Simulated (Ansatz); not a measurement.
Abridged output of a molecular run in Ansatz:

```
Functional definition: HF
1054 factors; integrals over basis functions are off by at most 1.1e-3 eV
mean field evaluation 1: about -23978.7198 eV, gradient 3.4e1 eV
mean field evaluation 2: about -23978.8159 eV, gradient 3.4e1 eV
mean field evaluation 4: about -23981.9263 eV, gradient 3.7e0 eV
mean field evaluation 8: about -23981.9870 eV, gradient 2.8e-1 eV
mean field -23981.98739680 eV, -881.3217812576 hartree, gradient 2.7e-6 eV, S^2 0.000000; 0 other end points of the search recorded, 0 dependent functions left out
13 core orbitals not correlated: weight in the atoms' cores, before any rotation towards them, 1.000 or more for the frozen orbitals, at most 0.000 for the correlated occupied ones
reference -23981.98739680 eV, -881.3217812576 hartree; 16, 16 occupied and 79, 79 virtual orbitals, 1054 factors
second order -19.82345790 eV of doubles, -0.00000000 eV of singles
cycle   1  -20.65726613 eV  change   -8.3e-1 eV  update   1.0e-1
cycle   2  -21.21073841 eV  change   -5.5e-1 eV  update   3.1e-2
cycle   3  -21.33616885 eV  change   -1.3e-1 eV  update   1.5e-2
cycle   4  -21.33285612 eV  change    3.3e-3 eV  update   3.6e-3
cycle   5  -21.33151166 eV  change    1.3e-3 eV  update   1.5e-3
cycle   6  -21.33151666 eV  change   -5.0e-6 eV  update   5.1e-4
cycle   7  -21.33124562 eV  change    2.7e-4 eV  update   1.9e-4
cycle   8  -21.33119023 eV  change    5.5e-5 eV  update   6.7e-5
cycle   9  -21.33121326 eV  change   -2.3e-5 eV  update   2.7e-5
perturbative correction -0.57343671 eV, -0.0210734104 hartree
Total energy: -24003.89204677 eV, -882.1267622965 hartree
```

Its atoms:

```xyz
11

N    -0.925    0.028   -1.155
C    -0.362   -0.442    0.037
F    -0.253   -1.854    0.071
Si    1.379    0.269    0.367
S    -1.469   -0.098    1.453
H    -0.339   -0.143   -1.962
H    -1.865   -0.316   -1.307
H     1.973   -0.446    1.519
H     1.247    1.718    0.653
H     2.216    0.077   -0.850
H    -1.601    1.208    1.174
```

Question: Which basis set was used?
A. def2-TZVPPD
B. def2-SVPD
C. def2-SVP
D. def2-QZVPP

Answer: C. It gives 108 functions.

Question: Write the keys of the input that set method, charge and spin (a neutral closed shell needs none for the last two).

Answer: 
```yaml
correlation: {method: ccsd_t}
```
